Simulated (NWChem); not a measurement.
Program: NWChem. System: ethylene carbonate (C$_{3}$H$_{4}$O$_{3}$), charge 0, spin multiplicity 1, at a geometry optimised with PBE0/def2-SVP. Level: evGW0@PBE0/def2-SVP, RI basis def2-svp-rifit, 6 cycles.

Job file:

```
start mol
memory heap 200 mb stack 700 mb global 1700 mb
geometry units angstroms nocenter noautoz
  O      0.000000     0.000000    -2.031023
  C      0.000000     0.000000    -0.846399
  O     -0.100239     1.099872    -0.070167
  C      0.098919     0.757940     1.286861
  C     -0.098919    -0.757940     1.286861
  O      0.100239    -1.099872    -0.070167
  H     -0.628573     1.295601     1.910107
  H      1.116566     1.051794     1.593352
  H      0.628573    -1.295601     1.910107
  H     -1.116566    -1.051794     1.593352
  symmetry group C2
end
basis spherical
  * library def2-svp
end
basis "ri basis" bse spherical
  * library def2-svp-rifit
end
dft
  xc pbe0
  iterations 100
  direct
  tolerances tight
end
task dft energy
gw
  evgw0 6
  states alpha occ -1 vir -1
end
task dft gw
```

Output (cleaned and shortened):

```
             Northwest Computational Chemistry Package (NWChem) 7.3.0
             --------------------------------------------------------

                                NWChem Input Module
                                -------------------

 Scaling coordinates for geometry "geometry" by  1.889725989
 (inverse scale =  0.529177249)

 Turning off AUTOSYM since
 SYMMETRY directive was detected!

                             Geometry "geometry" -> ""
                             -------------------------

 Output coordinates in angstroms (scale by  1.889725989 to convert to a.u.)

  No.       Tag          Charge          X              Y              Z
 ---- ---------------- ---------- -------------- -------------- --------------
    1 O                    8.0000     0.00000000     0.00000000    -2.03102300
    2 C                    6.0000     0.00000000     0.00000000    -0.84639900
    3 O                    8.0000    -0.10023900     1.09987200    -0.07016700
    4 C                    6.0000     0.09891900     0.75794000     1.28686100
    5 C                    6.0000    -0.09891900    -0.75794000     1.28686100
    6 O                    8.0000     0.10023900    -1.09987200    -0.07016700
    7 H                    1.0000    -0.62857300     1.29560100     1.91010700
    8 H                    1.0000     1.11656600     1.05179400     1.59335200
    9 H                    1.0000     0.62857300    -1.29560100     1.91010700
   10 H                    1.0000    -1.11656600    -1.05179400     1.59335200

 Effective nuclear repulsion energy (a.u.)     247.6038417650

            Nuclear Dipole moment (a.u.)
            ----------------------------
        X                 Y               Z
 ---------------- ---------------- ----------------
     0.0000000000     0.0000000000     0.0000000000

      Symmetry information
      --------------------

 Group name             C2
 Group number              4
 Group order               2
 No. of unique centers     6

      Symmetry unique atoms

     1    2    3    4    7    8


 Summary of "ao basis" -> "" (spherical)
[...]
@GW        27          4.783           0.000
@GW        28          5.108           0.000
@GW        29          6.627           0.000
@GW        30          7.492           0.000
@GW        31          8.225           0.000
@GW        32          9.550           0.000
@GW        33         12.105           0.000
@GW        34         13.803           0.000
@GW        35         13.814           0.000
@GW        36         14.415           0.000
@GW        37         15.975           0.000
@GW        38         16.478           0.000
@GW        39         17.103           0.000
@GW        40         17.026           0.000
@GW        41         17.739           0.000
@GW        42         18.412           0.000
@GW        43         19.586           0.000
@GW        44         19.725           0.000
@GW        45         20.525           0.000
@GW        46         20.908           0.000
@GW        47         20.974           0.000
@GW        48         22.292           0.000
@GW        49         24.828           0.000
@GW        50         26.584           0.000
@GW        51         28.576           0.000
@GW        52         29.974           0.000
@GW        53         32.285           0.000
@GW        54         33.289           0.000
@GW        55         33.910           0.000
@GW        56         34.425           0.000
@GW        57         34.768           0.000
@GW        58         35.321           0.000
@GW        59         39.526           0.000
@GW        60         39.787           0.000
@GW        61         42.990           0.000
@GW        62         43.256           0.000
@GW        63         46.278           0.000
@GW        64         46.322           0.000
@GW        65         46.891           0.000
@GW        66         47.710           0.000
@GW        67         47.913           0.000
@GW        68         50.637           0.000
@GW        69         50.689           0.000
@GW        70         51.640           0.000
@GW        71         52.447           0.000
@GW        72         53.050           0.000
@GW        73         53.255           0.000
@GW        74         54.204           0.000
@GW        75         56.403           0.000
@GW        76         56.488           0.000
@GW        77         58.460           0.000
@GW        78         59.279           0.000
@GW        79         60.358           0.000
@GW        80         59.981           0.000
@GW        81         64.780           0.000
@GW        82         65.660           0.000
@GW        83         69.196           0.000
@GW        84         69.287           0.000
@GW        85         72.938           0.000
@GW        86         76.640           0.000
@GW        87         78.044           0.000
@GW        88         78.682           0.000
@GW        89         79.796           0.000
@GW        90         81.748           0.000
@GW        91         81.376           0.000
@GW        92         82.681           0.000
@GW        93         85.531           0.000
@GW        94         87.404           0.000
@GW        95         88.309           0.000
@GW        96         89.308           0.000
@GW        97         89.417           0.000
@GW        98         93.861           0.000
@GW        99         94.859           0.000
@GW       100         95.205           0.000
@GW       101         99.745           0.000
@GW       102        100.133           0.000
@GW       103        108.927           0.000
@GW       104        107.811           0.000

     GW Timing Statistics
   ------------------------
   Init.   :          0.0s
     ERIs  :          0.7s
     Distr.:          0.0s
     Vxc   :          0.7s
   Sigma_x :          0.0s
   RPA     :          1.1s
   Wmn     :          3.1s
   Sigma_c :          1.9s
   GW total:          7.7s

 Task  times  cpu:        7.7s     wall:        7.7s

 Total times  cpu:       12.2s     wall:       12.2s
```
